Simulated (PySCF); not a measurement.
EPR parameters of C7H11

Compound: C₇H₁₁ (doublet state).
Cartesian coordinates in Å at the GFN2-xTB level; atoms count from 1:
```
atom  x, y, z in Å
C1    -1.8335    1.3738    0.5243
C2    -1.8212    0.3721   -0.5658
C3    -2.5059   -0.9410   -0.1767
C4    -0.4025    0.1438   -0.8532
C5     0.7786    0.0065   -1.0179
C6     2.2040   -0.1825   -1.2143
C7     2.9471   -0.1803    0.1222
H8    -1.7017    1.0513    1.5396
H9    -1.7050    2.4151    0.2995
H10   -2.2899    0.7820   -1.4701
H11   -3.5566   -0.7605    0.0411
H12   -2.0333   -1.3643    0.7069
H13   -2.4327   -1.6620   -0.9882
H14    2.3707   -1.1323   -1.7320
H15    2.5830    0.6225   -1.8515
H16    4.0130   -0.3262   -0.0391
H17    2.5791   -0.9785    0.7629
H18    2.7982    0.7669    0.6358
```

The hyperfine couplings belong to this conformer and change with its torsions.

Identity: `C(#CCC)[C@@H](C)[CH2]` [radical].

The calculation used PySCF 2.14.0, UKS B3LYP, pcH-1 on C H, non-relativistic, mean-field spin-orbit, GIAO. The structure is a single GFN2-xTB conformer in the gas phase; no vibrational or solvent corrections. Couplings are sensitive to structure, and on GFN2-xTB geometries they can be far from those on DFT ones. No stability test was run, so a lower SCF solution isn't excluded.

| Item | Value |
| --- | --- |
| g1, g2, g3 | 2.00216, 2.00269, 2.00273 |
| g_iso | 2.00253 |
| Form of g | close to axial: the two nearest values differ by 8 % of g3 − g1 |
| ⟨S²⟩ | 0.7539 (exact 0.7500) |
| α and β electrons | 27, 26 |
| HOMO–LUMO gap, α and β orbitals | 6.61, 5.33 eV |
| Total energy | -273.27371 Eh |

Hyperfine couplings atom by atom, in 10⁻⁴ cm⁻¹; T1 to T3 are the principal values of the dipolar part (1 × 10⁻⁴ cm⁻¹ = 2.998 MHz):

```json
{"atom": "C1", "isotope": "13C", "a_iso": "33.2", "T1": "-27.3", "T2": "-27.0", "T3": "54.3", "Mulliken spin population": "1.06"}
{"atom": "C2", "isotope": "13C", "a_iso": "-8.0", "T1": "-0.8", "T2": "0.2", "T3": "0.7", "Mulliken spin population": "-0.07"}
{"atom": "C3", "isotope": "13C", "a_iso": "4.6", "T1": "-0.6", "T2": "-0.6", "T3": "1.2", "Mulliken spin population": "0.01"}
{"atom": "C4", "isotope": "13C", "a_iso": "32.4", "T1": "-2.4", "T2": "-1.0", "T3": "3.4", "Mulliken spin population": "0.00"}
{"atom": "C5", "isotope": "13C", "a_iso": "3.3", "T1": "-2.4", "T2": "-1.8", "T3": "4.2", "Mulliken spin population": "0.07"}
{"atom": "C6", "isotope": "13C", "a_iso": "-0.7", "T1": "-0.1", "T2": "0.0", "T3": "0.1", "Mulliken spin population": "-0.01"}
{"atom": "C7", "isotope": "13C", "a_iso": "1.0", "T1": "-0.1", "T2": "-0.1", "T3": "0.2", "Mulliken spin population": "0.00"}
{"atom": "H8", "isotope": "1H", "a_iso": "-19.8", "T1": "-13.0", "T2": "-0.2", "T3": "13.3", "Mulliken spin population": "-0.04"}
{"atom": "H9", "isotope": "1H", "a_iso": "-19.8", "T1": "-13.0", "T2": "-0.3", "T3": "13.3", "Mulliken spin population": "-0.04"}
{"atom": "H10", "isotope": "1H", "a_iso": "9.5", "T1": "-1.8", "T2": "-1.5", "T3": "3.3", "Mulliken spin population": "0.01"}
{"atom": "H11", "isotope": "1H", "a_iso": "-0.4", "T1": "-1.4", "T2": "-0.9", "T3": "2.2", "Mulliken spin population": "0.00"}
{"atom": "H12", "isotope": "1H", "a_iso": "-0.5", "T1": "-1.0", "T2": "-0.9", "T3": "1.9", "Mulliken spin population": "0.00"}
{"atom": "H13", "isotope": "1H", "a_iso": "0.8", "T1": "-0.6", "T2": "-0.5", "T3": "1.2", "Mulliken spin population": "0.00"}
{"atom": "H14", "isotope": "1H", "a_iso": "3.0", "T1": "-0.3", "T2": "-0.3", "T3": "0.6", "Mulliken spin population": "0.00"}
{"atom": "H15", "isotope": "1H", "a_iso": "0.2", "T1": "-0.3", "T2": "-0.3", "T3": "0.6", "Mulliken spin population": "0.00"}
{"atom": "H16", "isotope": "1H", "a_iso": "0.2", "T1": "-0.2", "T2": "-0.1", "T3": "0.3", "Mulliken spin population": "0.00"}
{"atom": "H17", "isotope": "1H", "a_iso": "-0.1", "T1": "-0.3", "T2": "-0.2", "T3": "0.4", "Mulliken spin population": "0.00"}
{"atom": "H18", "isotope": "1H", "a_iso": "-0.1", "T1": "-0.4", "T2": "-0.2", "T3": "0.5", "Mulliken spin population": "0.00"}
```

The largest Mulliken spin populations are on C1 (+1.06), C5 (+0.07) and C2 (-0.07). C1 is the only atom above +0.15. The positive populations add up to 1.16 and the negative ones to -0.16, together 2S = 1. The angles at C1 add up to 357.9°, so it is nearly planar; its axial dipolar tensor and the negative couplings of its protons fit spin in a p orbital normal to that plane.

Axes: g3 points within 4° of the C1–H9 bond.

Under fast tumbling the dipolar parts average out, and these isotropic splittings remain: 2 × 1H (H8/H9, I = 1/2, 3 lines) with 2.11 mT, 1 × 1H (H10, I = 1/2, 2 lines) with 1.01 mT and 1 × 1H (H14, I = 1/2, 2 lines) with 0.32 mT.

The 13C coupling of C1 (99.5 MHz) shows only in satellite lines or after enrichment, since that isotope makes up about 1.07 % of natural carbon.

The spin density at the nucleus, in bohr⁻³, is negative for C2 (-0.0212), H8/H9 (-0.0133) and C6 (-0.0019), for instance. A restricted open-shell determinant has no negative spin density anywhere; here it arises because α and β orbitals differ (spin polarisation).
